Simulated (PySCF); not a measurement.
Computed with PySCF 2.14.0 with PBE-D3(BJ)/def2-TZVP // PBE0-D3(BJ)/def2-SVP. Gas-phase values, no solvent. One relaxed conformer stands for a flexible species; it need not be the lowest. Excitations are Tamm–Dancoff values on a coarser integration grid. The basis has no diffuse functions, so Rydberg states are missing or too high.

Reference species (SMILES): `C(c1c(c2c(ccs2)cc1)B)#C` (neutral, multiplicity 1).

| Quantity | Value |
|---|---|
| HOMO | -5.66 eV |
| brightest of the four lowest singlets (TDA) | 4.29 eV |

Changed species: `Bc1cc2c(C#C)cccc2s1`.

Q: What does the change do to the HOMO and brightest of the four lowest singlets (TDA)?

A: the HOMO decreases by 0.05 eV, to -5.71 eV; the brightest of the four lowest singlets (TDA) falls by 0.33 eV, to 3.96 eV.
